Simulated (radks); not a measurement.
Values are calculated unless marked as measured or tabulated.
Question: These are the eigenvalues of the occupied orbitals of an atom or ion with whole-number occupations (eV). Code: a radial shooting solver on a logarithmic mesh with Libxc functionals. Model: scalar-relativistic Kohn-Sham, LDA (Slater exchange, VWN5 correlation), spin-polarised, spherical densities, finite nucleus; Fermi nuclear charge, rms radius of each element as measured or else 0.836 A^(1/3) + 0.57 fm.

orbital  eigenvalue
1s        -68197.42
2s        -12478.77
2p        -11054.38
3s        -3571.623
3p        -3147.473
3d        -2652.488
4s        -1384.341
4p        -1234.822
4d        -1047.534

Which element is it, and in what charge state? The configuration may be excited. Open shells, if any, are filled with parallel spins first.

Answer: Z = 73, tantalum, charge +27: Ta27+ in [Kr] 4d10. The list shows which subshells hold electrons but not how many an open one holds; the 1s level, -2506.2 hartree, gives Z - s = 70.8 by -(Z - s)^2/2, which with screening and relativity narrows Z to a few neighbours, and the depths of the outer levels then fix element, charge and occupations together.
